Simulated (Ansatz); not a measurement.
Correlation energies of ClH$_{7}$N$_{2}$OSi$_{2}$ (`N[Si@H](Cl)[Si@@H](N)O`) by basis set

```tsv
atom	x (Å)	y (Å)	z (Å)
N1	0.580	1.617	-0.744
Si2	1.060	-0.029	-0.636
O3	2.493	-0.371	0.109
Si4	-0.681	-0.995	0.585
N5	-2.178	-0.544	-0.084
Cl6	-0.316	-0.212	2.511
H7	0.323	2.121	0.090
H8	1.010	2.232	-1.417
H9	1.237	-0.511	-2.026
H10	2.502	-0.298	1.066
H11	-0.695	-2.461	0.804
H12	-2.282	0.366	-0.504
H13	-3.054	-0.914	0.247
```

Charge 0, multiplicity 1. All single points use the PBE0-D4/def2-TZVP geometry. It is one conformer, not always the lowest. Frozen core, restricted reference, Ansatz. CBS rows extrapolate triple and quadruple zeta; past MP2 they add the triple-zeta difference.

| basis | HF (Eh) | MP2 corr. | CCSD corr. | (T) | CCSD(T) total |
| --- | --- | --- | --- | --- | --- |
| def2-TZVPP | -1225.50169 | -1.09920 | -1.15307 | -0.04497 | -1226.69973 |
| def2-QZVPP | -1225.54218 | -1.18986 | – | – | – |
| CBS(def2) | -1225.54776 | -1.25702 | -1.31089 | as TZ | -1226.90362 |
